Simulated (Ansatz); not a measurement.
C7H11GeN, SMILES `C[N]([GeH3])c1ccccc1`, relaxed with RKS PBE0-D4/def2-TZVP in Ansatz 0.2.0 from a PBE-D4/def2-SVP geometry. The force threshold is 0.005 eV/Å; the program also tests the step.

Total charge 0; spin multiplicity 1.

Start:

```xyz
20

C    -2.222    0.833    0.344
N    -0.911    0.856   -0.279
Ge   -0.503    2.181   -1.542
C     0.022   -0.115    0.081
C    -0.278   -1.124    1.036
C     0.676   -2.090    1.385
C     1.953   -2.093    0.806
C     2.264   -1.100   -0.139
C     1.322   -0.131   -0.496
H    -2.162    0.952    1.450
H    -2.766   -0.118    0.140
H    -2.843    1.662   -0.048
H     0.700    3.039   -1.064
H    -1.795    3.027   -1.636
H    -0.156    1.538   -2.913
H    -1.265   -1.159    1.515
H     0.408   -2.857    2.128
H     2.696   -2.853    1.086
H     3.258   -1.077   -0.611
H     1.603    0.630   -1.241
```

Question: How much energy does the relaxation release, and in how many steps? (Best estimate.)

Answer: Computed: 10.13 kJ/mol, in 4 steps.

Question: Which bonds change most? (An estimate is asked.)

Answer: Computed: N2–Ge3 from 1.875 to 1.848 Å; C4–C5 from 1.422 to 1.402 Å; C4–C9 from 1.422 to 1.403 Å; C1–H10 from 1.115 to 1.097 Å.

Question: Give the relaxed structure. (An estimate is asked.)

Answer: Ansatz gave: 
```xyz
20

C    -2.200    0.819    0.342
N    -0.897    0.849   -0.279
Ge   -0.500    2.156   -1.523
C     0.026   -0.114    0.081
C    -0.273   -1.108    1.024
C     0.669   -2.064    1.370
C     1.930   -2.069    0.798
C     2.237   -1.090   -0.137
C     1.307   -0.131   -0.491
H    -2.135    0.934    1.431
H    -2.729   -0.119    0.134
H    -2.810    1.636   -0.041
H     0.688    3.010   -1.048
H    -1.777    3.001   -1.621
H    -0.156    1.521   -2.882
H    -1.247   -1.139    1.494
H     0.403   -2.818    2.103
H     2.660   -2.820    1.073
H     3.216   -1.070   -0.602
H     1.587    0.616   -1.226
```
